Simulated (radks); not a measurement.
Q: The titanium ion Ti9+ is in [Ne] 3s2 3p1. Calculated with a radial shooting solver on a logarithmic mesh with Libxc functionals: scalar-relativistic Kohn-Sham, PBE, spin-polarised, spherical densities, finite nucleus; Fermi nuclear charge, rms radius of each element as measured or else 0.836 A^(1/3) + 0.57 fm. Open shells are filled with parallel spins first. One electron is removed from 2p, 2s, 3p, 3s in turn, with full relaxation. Which removal costs least, and what does each cost?

A: 3p 216.15 eV; 3s 238.29 eV; 2p 681.08 eV; 2s 768.40 eV. The 3p electron leaves first.
